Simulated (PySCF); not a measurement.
Excitations are Tamm–Dancoff values on a coarser integration grid. The basis has no diffuse functions, so Rydberg states are missing or too high.

BBr₂F, SMILES `FB(Br)Br` (charge 0, multiplicity 1)

Level of theory: PBE0-D4/def2-TZVP (PySCF 2.14.0).

```json
{
 "HOMO": "-8.63 eV",
 "dipole_moment": "0.32 D",
 "HOMO–LUMO gap": "7.29 eV",
 "LUMO": "-1.35 eV",
 "S1 excitation (TDA)": "5.70 eV",
 "S1 oscillator strength": "0.000",
 "brightest of the four lowest singlets (TDA)": "6.68 eV",
 "T1 excitation (TDA)": "5.52 eV",
 "S1–T1 gap (TDA)": "0.18 eV",
 "total_energy": "-5272.4673 Ha",
 "cost": "very roughly 60 core-seconds"
}
```

```xyz
4

F     -0.0901     1.4243    -0.4338
B     -0.0085     0.1343    -0.2369
Br    -1.6066    -0.8896    -0.1342
Br     1.7052    -0.6690    -0.0608
```
Charge 0, spin multiplicity 1.
